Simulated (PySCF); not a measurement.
C2H7ClSi3, SMILES C=C1[SiH2][SiH2][Si@H]1Cl.

Coordinates come from a PBE0-D3(BJ)/def2-SVP optimisation. A frequency run showed that this geometry is not a minimum. The structure was generated by enumeration; whether it is a known compound was not checked.

Two levels are set side by side: TDA-PBE/def2-SVPD (PySCF) and TDA-PBE0/def2-SVPD (PySCF). Vertical, same geometry. The lowest singlet is HOMO→LUMO 98 % with PBE and HOMO→LUMO 93 % with the other functional; states are paired by order. Differences are taken from unrounded values.

```tsv
quantity	TDA-PBE0	TDA-PBE	TDA-PBE minus TDA-PBE0
lowest singlet excitation (eV)	4.08	3.55	-0.53
lowest triplet excitation (TDA) (eV)	3.54	3.31	-0.23
first bright state (f over 0.05) (eV)	5.80	5.28	-0.52
its oscillator strength	0.15	0.06	-0.09
```

Functionals without exact exchange tend to place singlet excitations lower, as here. Differences between two approximate levels are no errors against the true value.

Rough cost on one machine, each run with all the roots and properties that it gave: TDA-PBE0 against TDA-PBE about 2 times.
